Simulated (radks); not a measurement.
The numbers below are computed, except where a source is named.
All-electron atom: Tm38+ in [Ar] 3d9 4s2 4p1 4d1 (not the ground configuration). Code: a radial shooting solver on a logarithmic mesh with Libxc functionals. Model: Dirac Kohn-Sham, PW91, spin-unpolarised, spherical densities, finite nucleus; open shells fill j = l - 1/2 first; Fermi nuclear charge, rms radius 5.2256 fm.

Spin-orbit splittings of the eigenvalues, e(l+1/2) - e(l-1/2), with zeta = 2 splitting/(2l+1) and mean radii in bohr:

shell,occ.,splitting (eV),zeta (eV),<r> j=l-1/2,<r> j=l+1/2
2p,6,984.3,656.2,0.06993,0.07727
3p,6,218.1,145.4,0.2056,0.2184
3d,9,48.59,19.44,0.1910,0.1950
4p,1,70.74,47.16,0.4310,0.4494
4d,1,15.62,6.248,0.4366,0.4418
5p,0,31.86,21.24,0.7361,0.7593
